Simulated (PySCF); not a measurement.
AlBrClH₂N, SMILES [NH2][Al]([Cl])[Br].

The structure is a stationary point at TPSSh-D3(BJ)/def2-SVP. Other conformers were not sampled.

Calculation: PBE0/def2-TZVP run with PySCF.

Symmetry labels are those of the subgroup Cs that the program uses (full group Cs).

Task: List the valence orbital energies around the gap with their symmetry. (An estimate is asked for; the answer gives what the named calculation found.)

Result: 
```csv
orbital,symmetry,energy (eV)
HOMO−7,A',-12.93
HOMO−6,A',-11.10
HOMO−5,A',-10.33
HOMO−4,A",-9.68
HOMO−3,A',-9.41
HOMO−2,A",-8.90
HOMO−1,A',-8.69
HOMO,A",-7.98
LUMO,A',-0.78
LUMO+1,A",-0.32
LUMO+2,A',1.09
LUMO+3,A',1.86
```
